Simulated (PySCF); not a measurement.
Species: C5H9NO.
Numbering: `[CH3:1][O:2][C@H:3]1[CH2:4][CH:5]=[N:6][CH2:7]1`

Probes without a nucleus sit at each ring's centroid and 1 Å off its mean plane on both sides; NICS is minus the shielding there, NICSzz its component along the normal. Level: GIAO PBE0/pcSseg-1 (PySCF, non-relativistic, gas phase) on the GFN2-xTB geometry, one conformer.

Ring bond lengths (Å), with Mayer bond orders in brackets: C3–C4 1.537 (1.01), C4–C5 1.500 (1.01), C5–N6 1.257 (1.95), N6–C7 1.440 (1.01), C7–C3 1.559 (0.97).

**Question.** What do the NICS probes read (ppm)?

**Answer.** 
```json
{"ring": "C3–C4–C5–N6–C7", "type": "5-membered ring with N; formal bonds 1 double, 4 single", "NICS(0)": "-0.8", "NICS(1), two faces": "-2.9 / -4.1", "NICS(1)zz, two faces": "-3.1 / -6.0", "rms pucker (Å)": "0.01", "centre to ring atoms, mean (Å)": "1.24"}
```

**Question.** What do they say, and how far can they be read as aromaticity?

**Answer.** 
- C3–C4–C5–N6–C7: mean NICS(1)zz -4.6 ppm, shielded. C3, C4, C7 have four or more neighbours, so the value isn't read as a sign of a π ring current.

**Question.** At the second NICS(1) probe listed for ring C3–C4–C5–N6–C7, 1 Å off the ring, what do the in-plane components average?

**Answer.** The isotropic value is a third of the trace: (3 × -4.1 − (-6.0))/2 = -3.1 ppm.

**Question.** List the ring angles and the Hirshfeld charges of the ring atoms.

**Answer.** 
- C3–C4–C5–N6–C7: C3 103.3° (+0.045 e), C4 102.3° (-0.081 e), C5 116.5° (+0.040 e), N6 110.3° (-0.171 e), C7 107.5° (-0.042 e); sum 540.0° against 540° for a flat convex ring.

The run took 44 s of wall time on an Intel Xeon at 2.70 GHz with one thread (shared host), and the process peaked at 0.74 GiB of memory. This is the whole shielding run at PBE0/pcSseg-1, SCF included.
